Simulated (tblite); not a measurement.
Task: Give a GFN2-xTB geometry of `CO[SiH2]OC[C](Cl)Cl` [radical]. (Doublet state.)

Result: 
```
atom  x, y, z in Å
C1    -2.9951    0.7326   -0.6806
O2    -1.6075    0.6424   -0.6335
Si3   -0.7384   -0.4702    0.1336
O4     0.7418    0.0649   -0.2335
C5     1.9268   -0.5322    0.1466
C6     3.0817    0.2619   -0.3729
Cl7    3.0281    1.9483   -0.1923
Cl8    4.6191   -0.4702   -0.3100
H9    -3.4112    0.8627    0.3211
H10   -3.2579    1.5946   -1.2940
H11   -3.4297   -0.1686   -1.1190
H12   -0.9583   -1.8254   -0.3821
H13   -0.9674   -0.4667    1.5827
H14    1.9974   -1.5549   -0.2493
H15    1.9662   -0.6110    1.2501
```

Orientation and origin are arbitrary. Atoms count from 1 in this order. O2 (oxygen bonded to C and Si) is bent (angle 126.9°). C6 (carbon bonded to C and 2 Cl) has angles 117.8°, 117.1° and 116.8°, sum 351.8°, 0.27 Å off the plane of its three neighbours. Si3 (silicon bonded to 2 O and 2 H) is distorted tetrahedral (angles from 99.1° to 113.0°).

Bonds between heavy atoms (Å): C1–O2 1.391, O2–Si3 1.607, Si3–O4 1.616, O4–C5 1.380, C5–C6 1.495, C6–Cl7 1.697, C6–Cl8 1.704.

The geometry is computed with GFN2-xTB (gas phase). This method treats the open shell by occupation alone, without spin polarisation.

Point group: C1 (no symmetry element, even within 0.4 Å). Its lowest GFN2-xTB frequency is 12 cm⁻¹, too small to tell a flat minimum from a shallow saddle. Torsions: C1–O2–Si3–O4 -179°, O2–Si3–O4–C5 -179°, Si3–O4–C5–C6 180°, O4–C5–C6–Cl7 45°. 3 starts were optimised and ended at 0.00, 0.17 and 0.44 kcal/mol (GFN2-xTB); the lowest of these is shown.

Hardware: Arm Neoverse V2, one thread, shared host with 96 logical CPUs at a one-minute load of 28. Cost: 0.78 s. This is the geometry optimisation.

One conformer stands for the species.
